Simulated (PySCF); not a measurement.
Match the calculated data to a structure.

All candidates are C4H8N2Si.

- Dipole: 3.87 D [CAM-B3LYP/def2-SVPD]
- Polarisability: 82.5 au [CAM-B3LYP/def2-SVPD]
- NMR, other nuclei: isotropic shieldings of nuclei other than C and H, by class: -45 (1 N), 91 (1 N), 408 (1 Si) ppm [GIAO PBE0/pcSseg-1]
- Rotational structure: rotational constants A, B, C: 3.529, 2.092, 1.345 GHz [GFN2-xTB]
- UV, first state: lowest singlet excitation: 5.86 eV (211 nm, f = 0.000) [TDDFT CAM-B3LYP/def2-SVPD]
- 13C NMR: chemical shifts (computed TMS as zero) by class: 144.4 (1 C), 136.6 (1 C), 134.4 (1 C), 12.3 (1 C) ppm [GIAO PBE0/pcSseg-1]
- 1H NMR: chemical shifts (computed TMS as zero) by class: 7.20 (1 H), 7.15 (1 H), 5.03 (3 H), 2.48 (3 H) ppm [GIAO PBE0/pcSseg-1]
- UV, strongest line: among the 8 lowest singlet transitions: S2 at 6.32 eV (196 nm, f = 0.167) [TDDFT CAM-B3LYP/def2-SVPD]

The electronic properties come from PySCF, for the isolated species, density fitting. Levels stand in brackets. Geometry: GFN2-xTB; no solvent, vibrations or thermal averaging. NMR values are class means; diastereotopic atoms form classes of their own.

Question: Which candidate is it?
A. `C#C[C@@H]1CN[SiH2]N1`
B. `N[SiH2]n1cccc1`
C. `C[SiH2]/N=C(/C)C#N`
D. `Cc1cncn1[SiH3]`
E. `Cc1cn([SiH3])cn1`

Answer: D. It is `Cc1cncn1[SiH3]`. Numbering: `[CH3:1][c:2]1[cH:3][n:4][cH:5][n:6]1[SiH3:7]`. Its formula, C4H8N2Si, gives 3 degrees of unsaturation: 1 ring and 2 π bonds in the structure found (Kekulé form). 4 carbons fall into 4 classes; from least to most shielded: aromatic CH next to a ring nitrogen [C5] (144.4 ppm), aromatic CH next to a ring nitrogen [C3] (136.6 ppm), substituted aromatic carbon [C2] (134.4 ppm), benzylic-type carbon [C1] (12.3 ppm). Hydrogen classes from least to most shielded: 1 H on an aromatic CH next to a ring nitrogen, C5 (7.20 ppm), 1 H on an aromatic CH next to a ring nitrogen, C3 (7.15 ppm), 3 H on an SiH3 silicon, Si7 (5.03 ppm), 3 H on a benzylic-type carbon, C1 (2.48 ppm). The other shieldings belong to: -45 ppm, pyridine-type nitrogen [N4]; 91 ppm, pyrrole-type nitrogen [N6]; 408 ppm, SiH3 silicon [Si7]. The optimised geometry has point group Cs and is an asymmetric top.

The others, at the same levels:
- `C#C[C@@H]1CN[SiH2]N1` fails: its computed 13C shifts are 93.1 (1 C), 76.6 (1 C), 53.7 (1 C), 47.7 (1 C) ppm, 1H shifts are 5.39 (1 H), 5.26 (1 H), 4.27 (1 H), 3.62 (1 H), 3.61 (1 H), 1.76 (1 H), 0.35 (1 H), -0.17 (1 H) ppm and rotational constant A is 3.883 GHz (against 3.529 GHz).
- `C[SiH2]/N=C(/C)C#N` fails: its computed 13C shifts are 156.3 (1 C), 115.3 (1 C), 35.5 (1 C), -3.6 (1 C) ppm, 1H shifts are 5.23 (2 H), 2.48 (3 H), 0.38 (3 H) ppm and lowest singlet excitation is 3.82 eV (324 nm, f = 0.001) (against 5.86 eV).
- `N[SiH2]n1cccc1` fails: it has 2 carbon classes against 4; its computed 13C shifts are 125.8 (2 C), 117.6 (2 C) ppm, 1H shifts are 6.93 (2 H), 6.64 (2 H), 5.56 (2 H), 0.45 (2 H) ppm and rotational constant A is 5.847 GHz (against 3.529 GHz).
- `Cc1cn([SiH3])cn1` fails: its computed 13C shifts are 149.6 (1 C), 144.9 (1 C), 120.7 (1 C), 16.6 (1 C) ppm, 1H shifts are 7.16 (1 H), 6.67 (1 H), 5.04 (3 H), 2.44 (3 H) ppm and rotational constant A is 6.713 GHz (against 3.529 GHz).

Each candidate is one conformer, not necessarily the lowest. The conformers computed, where there is a choice (atom-mapped SMILES and torsion angles):
- `[CH3:1][SiH2:2]/[N:3]=[C:4](/[CH3:5])[C:6]#[N:7]`: C1–Si2–N3–C4 118°
- `[NH2:1][SiH2:2][n:3]1[cH:4][cH:5][cH:6][cH:7]1`: N1–Si2–N3–C4 -153°, H–N1–Si2–N3 46°, H–N1–Si2–N3 -174°

The conformers of `C#C[C@@H]1CN[SiH2]N1` aren't listed.
